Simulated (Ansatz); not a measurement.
A nudged elastic band was laid between two geometries of BH4NO + H2S (10 atoms, charge 0, multiplicity 1).

Theory: RKS PBE0-D4/6-31G* (Ansatz).

```json
{
 "movable images": "9",
 "climbing image": "yes",
 "spring": "5.0 eV/Å²",
 "optimiser": "quadratic models (default)",
 "start path": "through a guess of the saddle point",
 "force threshold": "0.03 eV/Å",
 "iteration limit": "60",
 "end points": "relaxed"
}
```

Initial state:

```xyz
10
Properties=species:S:1:pos:R:3
B 0.156 -0.656 0.380
N -0.048 -0.379 1.745
H -0.821 -0.762 2.264
H 0.677 0.026 2.321
O 1.301 -0.187 -0.206
H 1.312 -0.372 -1.151
H -0.683 -1.257 -0.239
S -0.317 3.003 0.379
H -1.430 3.498 0.951
H -0.435 1.809 0.998
```

Final state:

```xyz
10
Properties=species:S:1:pos:R:3
B -0.071 0.377 0.254
N -0.132 0.018 1.855
H -0.219 -0.989 1.989
H 0.743 0.324 2.284
O 1.110 -0.330 -0.119
H 1.338 -0.117 -1.030
H -1.149 0.031 -0.196
S 0.139 2.298 0.156
H -1.147 2.619 -0.075
H -0.902 0.492 2.322
```

Task: What changes between the two ends?

Result: Bonds broken: S8–H10. Bonds formed: B1–S8, N2–H10. BH4NO + H2S becomes BH6NOS.

Task: What energy profile does the band end with?

Result: The run converged. The highest image is number 5 of 0 to 10, 21.3 kcal/mol above the first end and 24.5 kcal/mol above the last; the last end lies 3.3 kcal/mol below the first. A vibrational analysis at the climbing image gives one clearly imaginary mode, 1141i cm⁻¹: a first-order saddle point. The orbitals stay closed-shell, which can raise the energy where a bond breaks towards radicals; this wasn't checked here.

| image | path coordinate (Å) | energy (kcal/mol) | S8–H10 (Å) | B1–S8 (Å) | N2–H10 (Å) |
| --- | --- | --- | --- | --- | --- |
| 0 | 0.00 | 0.0 | 1.35 | 3.69 | 2.34 |
| 1 | 0.66 | 0.0 | 1.35 | 3.86 | 2.26 |
| 2 | 1.33 | 0.1 | 1.35 | 3.86 | 2.26 |
| 3 | 1.99 | 0.3 | 1.35 | 3.65 | 2.28 |
| 4 | 2.65 | 3.6 | 1.37 | 3.10 | 1.94 |
| 5 | 3.32 | 21.3 | 1.70 | 2.60 | 1.26 |
| 6 | 3.85 | 7.8 | 2.08 | 2.15 | 1.05 |
| 7 | 4.39 | -1.0 | 2.56 | 1.95 | 1.02 |
| 8 | 4.93 | -2.1 | 2.73 | 1.94 | 1.02 |
| 9 | 5.47 | -2.8 | 2.85 | 1.94 | 1.02 |
| 10 | 6.01 | -3.3 | 3.01 | 1.93 | 1.02 |

Task: What is the geometry of the highest image?

Result: 
```xyz
10
Properties=species:S:1:pos:R:3
B 0.046 -0.095 0.299
N -0.019 0.078 1.811
H -0.809 -0.342 2.291
H 0.854 -0.123 2.294
O 1.306 -0.334 -0.152
H 1.336 -0.369 -1.115
H -0.964 -0.348 -0.287
S -0.264 2.488 0.371
H -1.611 2.455 0.337
H -0.162 1.312 1.592
```

Task: What are the harmonic wavenumbers there?

Result: 1141i, 133, 251, 295, 397, 404, 474, 535, 560, 827, 870, 936, 961, 1061, 1201, 1383, 1427, 1507, 1642, 2687, 2716, 3541, 3652, 3870 cm⁻¹.

Run time: 8.1 min on 1 thread of Arm Neoverse V1, on a shared host, peak memory 0.17 GiB.
